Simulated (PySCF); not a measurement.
Below is a simulated gas-phase C 1s photoelectron spectrum of Si(NMeEt)H3, `[H][Si]([H])([H])N(C)CC`.

Every computed line was given a Gaussian of 0.5 eV full width at half maximum and an area set by the number of equivalent atoms; the highest printed point is 100. Computed, not measured: delta-SCF UKS SCAN, pcX-2 on the ionised atom, pcseg-1 elsewhere, spin-free X2C (PySCF 2.14.0).

(binding energy (eV), intensity): (289.8, 0), (289.9, 1), (290.0, 3), (290.1, 8), (290.2, 18), (290.3, 32), (290.4, 45), (290.5, 51), (290.6, 47), (290.7, 34), (290.8, 21), (290.9, 13), (291.0, 15), (291.1, 29), (291.2, 54), (291.3, 82), (291.4, 100), (291.5, 99), (291.6, 78), (291.7, 50), (291.8, 25), (291.9, 10), (292.0, 3), (292.1, 1), (292.2, 0)

Q: How many maxima does the curve show, and how many computed lines lie under it?

A: The curve has 2 maxima (at 290.5 and 291.4 eV). Under it lie 3 lines from 3 inequivalent carbon sites. At this width some lines have no maximum of their own.

Q: Decompose the envelope and assign each component. Bonds: Si1–N2, N2–C3, N2–C4, C4–C5. Hydrogens: H14, H15, H16 on Si1; H6, H7, H8 on C3; H9, H10 on C4; H11, H12, H13 on C5.

A: 
```json
{"position (eV)": "290.51", "relative area": "1", "line": "C 1s", "atoms": "C5", "environment": "carbon bonded to C and 3 H"}
{"position (eV)": "291.42", "relative area": "1", "line": "C 1s", "atoms": "C4", "environment": "carbon bonded to C, N and 2 H"}
{"position (eV)": "291.47", "relative area": "1", "line": "C 1s", "atoms": "C3", "environment": "carbon bonded to N and 3 H"}
```

Lowest listed C 1s: C5, bonded to C and 3 H. Highest, 0.96 eV above it: C3, bonded to N and 3 H. The values 291.42 and 291.47 eV lie too close for their order to be trusted.

The curve has no shake-up lines and no vibrational structure. The structure is a single PBE0-D3(BJ)/def2-SVP conformer in the gas phase; no vibrational or solvent corrections.
